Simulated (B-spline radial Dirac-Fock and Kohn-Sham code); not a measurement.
## Kohn-Sham estimates against Dirac-Fock for the levels of C

System: the free carbon atom, [He] 2s1 2p3 (an excited configuration).

The density-functional columns are spherical, spin-unpolarised Dirac-Kohn-Sham results without Breit or QED terms: −ε is minus the orbital energy of the initial state and ΔSCF the difference of two total energies. The reference in the last column comes from Dirac-Fock ΔSCF + Breit + QED. All numbers are from a B-spline atomic structure program, in eV; a selection of levels is shown. The Kohn-Sham columns are given as differences from the reference.

| level | LDA −ε − DF | LDA ΔSCF − DF | Dirac-Fock |
| --- | --- | --- | --- |
| L1 (2s) | -6.1 | -0.5 | 20.21 |
| L2,3 (2p) | -3.4 | +2.0 | 9.25 |

Values without a named source are computed, but for edge energies of neutral atoms, which are taken from tables.
